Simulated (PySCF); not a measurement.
Input file for PySCF: R-B3LYP/LANL2DZ on CH6BP (SMILES CBP), a point of a torsion scan.

```python
from pyscf import gto, scf, dft, mp
from pyscf.data.elements import chemcore

mol = gto.M(
    atom='''
    C    -1.06777483    0.12094798   -0.30232802
    B     0.01450496   -0.24129072    0.76966918
    P     1.89998820   -0.21546008    0.38067361
    H    -1.84577779   -0.64120971   -0.35326428
    H    -1.58058392    1.03205962    0.00944533
    H    -0.69014116    0.28079929   -1.31028545
    H    -0.31787003   -0.45282290    1.87362015
    H     1.77746106   -0.53164843   -0.96616242
    H     1.88032745    1.14622903    0.11098146
    ''',
    basis='lanl2dz',
    ecp={'P': 'lanl2dz'},
    charge=0, spin=0, verbose=3, max_memory=1800)
mf = dft.RKS(mol, xc='b3lyp')
mf.conv_tol = 1e-8
mf.max_cycle = 100
mf.kernel()
if not mf.converged:
    mf = mf.newton().run(mf.mo_coeff, mf.mo_occ)
```

It printed:

```
converged SCF energy = -73.0173989626619
```

The run converged.

Cost: roughly 6 core-seconds.
